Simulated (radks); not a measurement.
These are the eigenvalues of the occupied orbitals of an atom or ion with whole-number occupations (hartree). Calculated with a radial shooting solver on a logarithmic mesh with Libxc functionals: Dirac Kohn-Sham, LB94 model potential, spin-unpolarised, spherical densities, finite nucleus; Fermi nuclear charge, rms radius of each element as measured or else 0.836 A^(1/3) + 0.57 fm.

| orbital | eigenvalue |
|---|---|
| 1s1/2 | -681.8045 |
| 2s1/2 | -114.6989 |
| 2p1/2 | -107.1821 |
| 2p3/2 | -103.9680 |
| 3s1/2 | -35.05015 |
| 3p1/2 | -32.29255 |
| 3p3/2 | -31.68067 |
| 3d3/2 | -27.09237 |

Which element is it, and in what charge state? The configuration may be excited. Open shells, if any, fill j = l - 1/2 first.

Answer. Z = 40, zirconium, charge +18: Zr18+ in [Ar] 3d4. The list shows which subshells hold electrons but not how many an open one holds; the 1s level, -681.8 hartree, gives Z - s = 36.9 by -(Z - s)^2/2, which with screening and relativity narrows Z to a few neighbours, and the depths of the outer levels then fix element, charge and occupations together.
